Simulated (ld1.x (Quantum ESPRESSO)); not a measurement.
Logarithmic derivatives: Ni, TM

- Element: nickel
- Generator: ld1.x (Quantum ESPRESSO) 7.5
- Type: norm-conserving Troullier–Martins (Kleinman–Bylander form)
- Functional: Wu–Cohen
- Relativity: scalar-relativistic
- Frozen core: [Ne]
- Valence charge: 18
- Reference configuration: 3s2 3p6 3d8 4s1 4p0 (charge +1)
- Partial waves: 3p (bound): rc 1.25 bohr; 3d (bound): rc 1.55 bohr; 4f channel at 0.2 Ry: rc 1.45 bohr; 3s (bound): rc 0.70 bohr
- Local potential: the s channel
- Core correction: none

Occupied shells without a wave of their own: 4s. They enter only through the test configuration that unscreens the potential.

The phase is arctan(r·u′/u) with u = r·R(r), unwrapped; energies in Ry, scanned from -11 to 5 Ry. A pole is an energy at which the radial function vanishes at the test radius. The pseudo phase is shifted by a multiple of π to meet the all-electron one at the reference energy, and phase errors are pseudo minus all-electron; the curves can meet again beyond the range given. Levels narrower than the energy grid can be missing from the lists of poles.

For each channel, where are the poles, and over which energies does the pseudopotential scatter like the atom?

```json
{"channel": "s", "radius (bohr)": "1.71", "reference energy (Ry)": "-8.82", "poles, all-electron": "-8.67", "poles, pseudo": "-8.67", "unbroken range about the reference energy with phases within 0.05 rad": "the whole range", "phase error 1 Ry above the reference energy (rad)": "-0.000"}
{"channel": "p", "radius (bohr)": "1.71", "reference energy (Ry)": "-5.91", "poles, all-electron": "-5.67", "poles, pseudo": "-5.67", "unbroken range about the reference energy with phases within 0.05 rad": "the whole range", "phase error 1 Ry above the reference energy (rad)": "-0.000"}
{"channel": "d", "radius (bohr)": "1.71", "reference energy (Ry)": "-1.32", "poles, all-electron": "-0.71", "poles, pseudo": "-0.70", "unbroken range about the reference energy with phases within 0.05 rad": "below 2.1", "phase error 1 Ry above the reference energy (rad)": "+0.005"}
{"channel": "f", "radius (bohr)": "1.71", "reference energy (Ry)": "0.20", "poles, all-electron": "none", "poles, pseudo": "none", "unbroken range about the reference energy with phases within 0.05 rad": "the whole range", "phase error 1 Ry above the reference energy (rad)": "+0.000"}
```

Phases in the s channel:

| E (Ry) | all-electron | pseudo |
| --- | --- | --- |
| -11.00 | 1.350 | 1.350 |
| -10.76 | 1.344 | 1.344 |
| -10.52 | 1.336 | 1.336 |
| -10.28 | 1.327 | 1.327 |
| -10.04 | 1.314 | 1.314 |
| -9.80 | 1.295 | 1.295 |
| -9.56 | 1.264 | 1.264 |
| -9.32 | 1.199 | 1.198 |
| -9.08 | 0.929 | 0.928 |
| -8.84 | -1.269 | -1.270 |
| -8.60 | -1.618 | -1.618 |
| -8.36 | -1.692 | -1.692 |
| -8.12 | -1.726 | -1.726 |
| -7.88 | -1.747 | -1.747 |
| -7.64 | -1.762 | -1.762 |
| -7.40 | -1.774 | -1.774 |
| -7.16 | -1.784 | -1.784 |
| -6.92 | -1.794 | -1.794 |
| -6.68 | -1.802 | -1.803 |
| -6.44 | -1.811 | -1.811 |
| -6.20 | -1.820 | -1.820 |
| -5.96 | -1.828 | -1.829 |
| -5.72 | -1.837 | -1.837 |
| -5.48 | -1.847 | -1.847 |
| -5.24 | -1.856 | -1.857 |
| -5.00 | -1.867 | -1.867 |
| -4.76 | -1.878 | -1.878 |
| -4.52 | -1.889 | -1.890 |
| -4.28 | -1.902 | -1.903 |
| -4.04 | -1.916 | -1.917 |
| -3.80 | -1.932 | -1.932 |
| -3.56 | -1.949 | -1.949 |
| -3.32 | -1.967 | -1.968 |
| -3.08 | -1.989 | -1.990 |
| -2.84 | -2.013 | -2.014 |
| -2.60 | -2.040 | -2.042 |
| -2.36 | -2.071 | -2.074 |
| -2.12 | -2.108 | -2.111 |
| -1.88 | -2.151 | -2.155 |
| -1.64 | -2.202 | -2.207 |
| -1.40 | -2.264 | -2.271 |
| -1.16 | -2.340 | -2.349 |
| -0.92 | -2.434 | -2.445 |
| -0.68 | -2.550 | -2.565 |
| -0.44 | -2.694 | -2.714 |
| -0.20 | -2.869 | -2.894 |
| 0.04 | -3.072 | -3.103 |
| 0.28 | -3.292 | -3.326 |
| 0.52 | -3.509 | -3.543 |
| 0.76 | -3.705 | -3.736 |
| 1.00 | -3.871 | -3.898 |
| 1.24 | -4.006 | -4.030 |
| 1.48 | -4.115 | -4.136 |
| 1.72 | -4.203 | -4.221 |
| 1.96 | -4.275 | -4.290 |
| 2.20 | -4.333 | -4.347 |
| 2.44 | -4.382 | -4.394 |
| 2.68 | -4.424 | -4.435 |
| 2.92 | -4.459 | -4.469 |
| 3.16 | -4.489 | -4.499 |
| 3.40 | -4.516 | -4.525 |
| 3.64 | -4.540 | -4.548 |
| 3.88 | -4.560 | -4.568 |
| 4.12 | -4.579 | -4.587 |
| 4.36 | -4.596 | -4.603 |
| 4.60 | -4.611 | -4.619 |
| 4.84 | -4.626 | -4.633 |
